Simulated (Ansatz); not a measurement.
Ansatz (an electronic-structure program) input (HF/3-21G): The .json file is the Basis Set Exchange's 3-21G.

Ansatz 0.2 input:
```yaml
crystal:
  periodic: [false, false, false]
  atoms:
    - {symbol: Si, position_ang: [0.80197483, -0.19760247, 0.60595417]}
    - {symbol: H, position_ang: [2.06331240, -0.51011346, -0.15628702]}
    - {symbol: Cl, position_ang: [-0.78182117, 0.19273812, -0.48982772]}
basis:
  gaussian:
    orbitals: 3-21G.json
hamiltonian:
  xc: {name: HF}
total_charge: 1
magnetization: {spin_polarized: true, initial_magnetization: 1}
relax: {f_tol: 0.003, max_steps: 120}
```

From the last part of the output:

```
mean field -20270.80218038 eV, -744.9382400856 hartree, gradient 1.6e-5 eV, S^2 0.760005; 0 other end points of the search recorded, 0 dependent functions left out
the calculation of the forces begins
reference -20270.80218038 eV, -744.9382400856 hartree; 16, 15 occupied and 12, 13 virtual orbitals, 335 factors
relax step   1: F+E_penalty+E_count = -20270.80218038 eV  Δ(F+E_penalty+E_count) = +0.000e0 eV  max|allowed force component| = 2.578e0 eV/Å  Δτ_max = 0.0000 Å  (35 SCF iters, accepted)
these checks for a lower state are left out or cut short: starts, cluster_reference, orbital_swaps, neighbouring_geometries, increment
integrals: 0.00 GiB planned
335 factors; integrals over basis functions are off by at most 3.0e-4 eV
mean field: 0.06 GiB planned
mean field evaluation 16: about -20270.9577 eV, gradient 1.2e-1 eV
mean field -20270.96116802 eV, -744.9440827736 hartree, gradient 2.0e-5 eV, S^2 0.760505; 0 other end points of the search recorded, 0 dependent functions left out
the calculation of the forces begins
reference -20270.96116802 eV, -744.9440827736 hartree; 16, 15 occupied and 12, 13 virtual orbitals, 335 factors
relax step   2: F+E_penalty+E_count = -20270.96116802 eV  Δ(F+E_penalty+E_count) = -1.590e-1 eV  max|allowed force component| = 1.020e-1 eV/Å  Δτ_max = 0.0987 Å  (35 SCF iters, accepted)
these checks for a lower state are left out or cut short: starts, cluster_reference, orbital_swaps, neighbouring_geometries, increment
integrals: 0.00 GiB planned
335 factors; integrals over basis functions are off by at most 3.0e-4 eV
mean field: 0.06 GiB planned
mean field -20270.96286584 eV, -744.9441451676 hartree, gradient 1.9e-5 eV, S^2 0.760455; 0 other end points of the search recorded, 0 dependent functions left out
the calculation of the forces begins
reference -20270.96286584 eV, -744.9441451676 hartree; 16, 15 occupied and 12, 13 virtual orbitals, 335 factors
relax step   3: F+E_penalty+E_count = -20270.96286584 eV  Δ(F+E_penalty+E_count) = -1.698e-3 eV  max|allowed force component| = 5.042e-2 eV/Å  Δτ_max = 0.0216 Å  (31 SCF iters, accepted)
these checks for a lower state are left out or cut short: starts, cluster_reference, orbital_swaps, neighbouring_geometries, increment
integrals: 0.00 GiB planned
335 factors; integrals over basis functions are off by at most 3.0e-4 eV
mean field: 0.06 GiB planned
mean field evaluation 32: about -20270.9598 eV, gradient 1.3e-1 eV
mean field -20270.96298881 eV, -744.9441496866 hartree, gradient 2.0e-5 eV, S^2 0.760371; 0 other end points of the search recorded, 0 dependent functions left out
the calculation of the forces begins
reference -20270.96298881 eV, -744.9441496866 hartree; 16, 15 occupied and 12, 13 virtual orbitals, 335 factors
relax step   4: F+E_penalty+E_count = -20270.96298881 eV  Δ(F+E_penalty+E_count) = -1.230e-4 eV  max|allowed force component| = 9.456e-3 eV/Å  Δτ_max = 0.0036 Å  (32 SCF iters, accepted)
these checks for a lower state are left out or cut short: starts, cluster_reference, orbital_swaps, neighbouring_geometries, increment
integrals: 0.00 GiB planned
335 factors; integrals over basis functions are off by at most 3.0e-4 eV
mean field: 0.06 GiB planned
mean field -20270.96299273 eV, -744.9441498305 hartree, gradient 3.0e-5 eV, S^2 0.760344; 0 other end points of the search recorded, 0 dependent functions left out
the calculation of the forces begins
reference -20270.96299273 eV, -744.9441498305 hartree; 16, 15 occupied and 12, 13 virtual orbitals, 335 factors
relax step   5: F+E_penalty+E_count = -20270.96299273 eV  Δ(F+E_penalty+E_count) = -3.916e-6 eV  max|allowed force component| = 4.282e-4 eV/Å  Δτ_max = 0.0004 Å  (21 SCF iters, accepted)
integrals: 0.00 GiB planned
335 factors; integrals over basis functions are off by at most 3.0e-4 eV
mean field: 0.06 GiB planned
mean field evaluation 64: about -20265.9132 eV, gradient 9.7e0 eV
mean field -20270.96299273 eV, -744.9441498305 hartree, gradient 3.0e-5 eV, S^2 0.760344; 1 other end points of the search recorded, 0 dependent functions left out
the calculation of the forces begins
reference -20270.96299273 eV, -744.9441498305 hartree; 16, 15 occupied and 12, 13 virtual orbitals, 335 factors
Total energy: -20270.96299273 eV, -744.9441498305 hartree
Atom 0 at     0.846281    -0.208552     0.607088 Å, force    -0.000152     0.000037    -0.000255 eV/Å
Atom 1 at     2.097889    -0.518639    -0.135803 Å, force    -0.000276     0.000068     0.000055 eV/Å
Atom 2 at    -0.860703     0.212212    -0.511446 Å, force     0.000428    -0.000106     0.000200 eV/Å
Dipole moment:     1.090301    -0.268811     0.658709 e Å
```

The dipole moment of an ion depends on the origin.
